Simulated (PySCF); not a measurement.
# Correlation energy of Au⁴³⁺ (gold, charge +43)

Starting occupation: [Kr]. Computed with PySCF 2.14 in an even-tempered Gaussian basis (18 s from 2.3 bohr⁻², ratio 2.6; 16 p from 3 bohr⁻², ratio 2.6; 11 d from 3 bohr⁻², ratio 2.6; 5 f from 3.1 bohr⁻², ratio 2.8), with X2C-1e with screened-nucleus spin-orbit coupling, Gaussian nucleus. Frozen: [Ar] 3d10; 8 electrons correlated; the 114 highest virtual spinors left out.

MP2 pair energies summed by pair of shells (mhartree):

```csv
pair,energy,share (%)
4p3/2-4p3/2,-126.15,39.4
4p1/2-4p3/2,-106.87,33.4
4p3/2-4s1/2,-31.72,9.9
4p1/2-4p1/2,-27.85,8.7
4p1/2-4s1/2,-16.04,5.0
4s1/2-4s1/2,-11.52,3.6
```

Total MP2 correlation energy: -320.16 mhartree.

The virtual space was cut to 74 spinors, which keep -316.69 of the -320.16 mhartree of MP2 correlation.

```tsv
level	correlation energy (mhartree)
CCSD	-336.90
(T)	-2.11
CCSD(T)	-339.01
```

Diagnostics: T1 = 0.00016, largest double amplitude 0.033.

Cost of the coupled-cluster step: 100 s of wall time on 1 thread of Neoverse-V1 (shared host), for 8 occupied and 74 virtual spinors.

At this charge the one-electron X2C treatment keeps the bare 1/r₁₂, with no two-electron picture change or Breit term. The effect here is smaller than on the frozen 1s shell.
